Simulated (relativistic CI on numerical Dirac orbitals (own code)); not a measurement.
**Sensitivity of the levels of Tc XXVII to α and to the nuclear radius**

These numbers are calculated, not measured: Dirac-Coulomb-Breit CI, orbitals from a KLI potential per configuration, derivatives by finite differences, unscaled Slater integrals, QED left out (own radial code, finite nucleus).

CI space (outside the closed core [Ne]): 3s2.3p5, 3s.3p6, 3s2.3p4.3d, 3s.3p5.3d, 3p6.3d, 3s.3p4.3d2, 3p5.3d2, 3p4.3d3. Double excitations out of closed p, d and f shells are left out; levels of such configurations are missing from the list, as are those of other unlisted configurations, and high levels can miss mixing partners.

With x = (α/α₀)² − 1 an excitation energy changes as ω = ω₀ + qx; K = 2q/ω₀ is the relative enhancement. Terms are leading LS components, so labels can repeat. The field-shift factor is F = δν/δ⟨r²⟩ for the transition from the lowest level.

Lowest level 3s2.3p5 2P°_3/2.

```tsv
Level	ω₀ (cm⁻¹)	q (cm⁻¹)	K	F (GHz/fm²)
3s2.3p5 2P°_1/2	209917	222800	2.12	-3.58
3s.3p6 2S_1/2	798614	214600	0.537	-159
3s2.3p4.3d 4D_3/2	892101	27350	0.0613	0.456
3s2.3p4.3d 4D_5/2	895525	38610	0.0862	0.537
3s2.3p4.3d 2P_1/2	913192	42700	0.0935	-1.72
3s2.3p4.3d 4D_7/2	918930	57990	0.126	0.763
3s2.3p4.3d 2F_7/2	963380	38040	0.079	0.877
3s2.3p4.3d 4F_9/2	966402	60760	0.126	1.31
3s2.3p4.3d 2D_3/2	995330	47170	0.0948	-0.179
3s2.3p4.3d 4P_1/2	1028406	117900	0.229	-19.8
3s2.3p4.3d 2D_5/2	1063189	101000	0.19	-0.433
3s2.3p4.3d 4D_1/2	1065188	228900	0.43	-3.22
3s2.3p4.3d 4F_3/2	1068025	116900	0.219	-0.449
```

At this charge energies of transitions that change n are usually good to better than 1 %, and those within a shell (Δn = 0) to a few per cent.
